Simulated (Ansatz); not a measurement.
**A relaxation, step by step**

BNH4Cl3F, closed shell, PBE0-D4/def2-TZVP (Ansatz 0.2.0). Settings:

```yaml
hamiltonian: {xc: pbe0, dispersion: d4}
relax: {f_tol: 0.005, max_steps: 200}
```

Start, a step off a saddle point along its unstable mode:

```xyz
10
angstrom
B -0.9648 -0.5039 -0.6273
Cl 1.0700 1.5403 -1.4842
Cl -0.3556 -1.5764 -1.8847
Cl -2.2291 0.6582 -0.9923
H 0.9792 0.2601 1.0809
N -0.4464 -0.5931 0.6598
H 1.4990 1.3359 -0.3963
F 1.6269 0.6225 1.3439
H -0.1270 -1.5284 0.9055
H -1.0521 -0.2153 1.3946
```

| step | energy less the last (meV) | largest force component (eV/Å) |
| --- | --- | --- |
| 1 | 1391.7 | 12.219 |
| 2 | 135.1 | 1.477 |
| 3 | 89.9 | 0.700 |
| 4 | 31.0 | 0.456 |
| 5 | 19.4 | 0.382 |
| 6 | 15.6 | 0.389 |
| 7 | 4.0 | 0.176 |
| 8 | 1.6 | 0.061 |
| 9 | 0.5 | 0.104 |
| 10 | 0.1 | 0.023 |
| 11 (rejected trial) | 0.3 | 0.057 |
| 12 | 0.0 | 0.011 |
| 13 | 0.0 | 0.003 |

Step 3, positions (Å) and forces (eV/Å):

| atom | x | y | z | Fx | Fy | Fz |
| --- | --- | --- | --- | --- | --- | --- |
| B1 | -1.104 | -0.631 | -0.590 | 0.539 | 0.700 | -0.666 |
| Cl2 | 1.300 | 1.802 | -1.645 | -0.085 | 0.128 | -0.397 |
| Cl3 | -0.392 | -1.612 | -1.875 | -0.367 | 0.062 | 0.416 |
| Cl4 | -2.239 | 0.658 | -0.999 | 0.122 | -0.510 | 0.207 |
| H5 | 0.900 | 0.187 | 1.113 | 0.215 | 0.229 | -0.129 |
| N6 | -0.579 | -0.719 | 0.725 | -0.271 | -0.378 | 0.183 |
| H7 | 1.724 | 1.543 | -0.469 | 0.141 | -0.086 | 0.399 |
| F8 | 1.689 | 0.693 | 1.286 | -0.275 | -0.193 | -0.035 |
| H9 | -0.164 | -1.607 | 0.985 | -0.040 | 0.094 | 0.026 |
| H10 | -1.135 | -0.315 | 1.469 | 0.021 | -0.047 | -0.005 |

Step 6, positions (Å) and forces (eV/Å):

| atom | x | y | z | Fx | Fy | Fz |
| --- | --- | --- | --- | --- | --- | --- |
| B1 | -1.058 | -0.604 | -0.578 | -0.070 | -0.072 | 0.047 |
| Cl2 | 1.451 | 1.922 | -1.684 | 0.023 | -0.004 | 0.039 |
| Cl3 | -0.419 | -1.647 | -1.839 | -0.077 | 0.176 | 0.210 |
| Cl4 | -2.233 | 0.644 | -0.954 | 0.207 | -0.177 | 0.072 |
| H5 | 0.812 | 0.178 | 1.016 | 0.097 | 0.089 | -0.025 |
| N6 | -0.628 | -0.784 | 0.765 | 0.055 | 0.244 | -0.389 |
| H7 | 1.773 | 1.596 | -0.476 | -0.017 | 0.000 | -0.027 |
| F8 | 1.600 | 0.679 | 1.205 | -0.075 | -0.037 | -0.036 |
| H9 | -0.159 | -1.632 | 1.029 | 0.023 | -0.237 | 0.023 |
| H10 | -1.139 | -0.351 | 1.516 | -0.166 | 0.020 | 0.085 |

Step 9, positions (Å) and forces (eV/Å):

```
atom       x       y       z      Fx      Fy      Fz
  B1  -1.061  -0.623  -0.542  -0.001   0.007  -0.023
 Cl2   1.587   2.013  -1.733  -0.001   0.000  -0.006
 Cl3  -0.414  -1.640  -1.804  -0.002   0.010   0.005
 Cl4  -2.188   0.658  -0.907   0.008  -0.007   0.001
  H5   0.784   0.189   0.990   0.091   0.062   0.021
  N6  -0.639  -0.821   0.796   0.012   0.003   0.018
  H7   1.776   1.623  -0.516  -0.003  -0.006   0.008
  F8   1.559   0.726   1.130  -0.104  -0.067  -0.028
  H9  -0.212  -1.702   1.044   0.002  -0.003   0.001
 H10  -1.193  -0.423   1.542  -0.002   0.001   0.004
```

Last step (13):

| atom | x (Å) | y (Å) | z (Å) |
| --- | --- | --- | --- |
| B1 | -1.0495 | -0.6114 | -0.5365 |
| Cl2 | 1.5877 | 1.9911 | -1.7511 |
| Cl3 | -0.3872 | -1.6075 | -1.8070 |
| Cl4 | -2.1757 | 0.6722 | -0.8946 |
| H5 | 0.7744 | 0.1905 | 0.9998 |
| N6 | -0.6404 | -0.8272 | 0.8034 |
| H7 | 1.7596 | 1.6068 | -0.5298 |
| F8 | 1.5433 | 0.7356 | 1.1236 |
| H9 | -0.2114 | -1.7095 | 1.0429 |
| H10 | -1.2007 | -0.4404 | 1.5493 |

The run took 41 s on 8 CPU threads of an Arm Neoverse V1 (shared host), with 0.76 GiB of host memory at its peak.
